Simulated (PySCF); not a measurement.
**Silicon: a sound run and one with changed settings**

Sound run: Si²⁺ [Ne] 3s2, Si³⁺ [Ne] 3s1. Calculation: PySCF 2.14, in jorge-DZP-DKH; the spin-free X2C one-electron Hamiltonian (Gaussian nucleus). In the sound run the correlated levels freeze [Ne]. The sound run starts from symmetry-adapted Hartree-Fock orbitals and uses a fine grid where one is needed.

Changed run: all electrons correlated in a basis built for the valence shell.

```tsv
species	method	sound run (hartree)	changed run (hartree)	converged
Si²⁺	MP2	-288.61828	-288.69855	yes
Si²⁺	CCSD(T)	-288.63274	-288.71444	yes
Si³⁺	MP2	n/a	-287.49156	yes
Si³⁺	CCSD(T)	n/a	-287.49367	yes
```

Ionisation energy of Si²⁺:

```csv
method,sound run (eV),changed run (eV)
UHF,32.019,32.019
MP2,32.801,32.844
SCS-MP2,32.957,32.985
CCSD,33.194,33.204
CCSD(T),33.194,33.219
```

A valence basis has no tight correlating functions, so it recovers only part of the core correlation, and not evenly between atom and ion.

For comparison, NIST gives 33.493 eV between the lowest levels.
